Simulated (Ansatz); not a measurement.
CaF₂, SMILES [F][Ca][F] (connectivity only; charge and spin as stated), charge +1, multiplicity 2.

Geometry: TPSSh-D3(BJ)/def2-TZVP. The spin state was assumed, not searched. The isomer is the one that the SMILES or the coordinates give; other isomers of the formula were not compared.

Two levels are set side by side: PBE/def2-TZVPD (Ansatz, a first-principles code) and PBE0/def2-TZVPD (Ansatz). Energy differences of separate SCF runs at the same geometry; the states with an electron removed or added have multiplicity 3 and 1. Differences are taken from unrounded values.

```
quantity                           PBE
-------------------------------  -----
vertical ionisation energy (eV)  18.70
vertical electron affinity (eV)   8.02
```

Question: These are the PBE values. What does PBE0 give? (The exact figures need the calculation; the answer reports its results.)

Answer: 
```
quantity                          PBE0  PBE minus PBE0
-------------------------------  -----  --------------
vertical ionisation energy (eV)  18.57            0.13
vertical electron affinity (eV)   8.00            0.01
```

On these quantities the two levels nearly agree.
